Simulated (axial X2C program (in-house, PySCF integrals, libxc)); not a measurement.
# Spin–orbit effects down a group: homonuclear dimers (ions), HF

Computed with an in-house relativistic program for diatomic molecules, spin-free (one-electron X2C) or two-component (2c: spin–orbit coupling with atomic mean-field Coulomb and Gaunt terms, which also bring small scalar terms), in Dyall basis sets with cores contracted in-house; open shells are unrestricted.

Basis sets: O dyall-av3z, S dyall-av3z, Se dyall-acv3z.

| molecule | spin-free state | Re (Å) | ωe (cm⁻¹) | De (eV) | 2c state | Re 2c (Å) | ωe 2c (cm⁻¹) | De 2c (eV) |
| --- | --- | --- | --- | --- | --- | --- | --- | --- |
| O₂⁻ | M_S = 1/2, Λ = 1 | 1.289 | 1416.2 | 1.10 | Ω = 3/2 | 1.289 | 1415.8 | 1.11 |
| S₂⁻ | M_S = 1/2, Λ = 1 | 1.992 | 641.9 | 1.95 | Ω = 3/2 | 1.993 | 641.4 | 1.94 |
| Se₂⁻ | M_S = 1/2, Λ = 1 | 2.257 | 352.0 | 1.47 | Ω = 3/2 | 2.259 | 350.5 | n/a |

Fragments in 2c: O- + O, S- + S, Se- + Se. Each entry is the lowest single determinant of a limited PBE0 search at one distance. De goes to single-determinant-based atoms at the same level (for ions the charge split of lowest energy) and is withheld (n/a) where an atom does not fit its ground term or J level. Main or longest-lived isotopes. Some light 2c atoms are not at their ground J level, so De misses part of their lowering (0.04 eV or less).
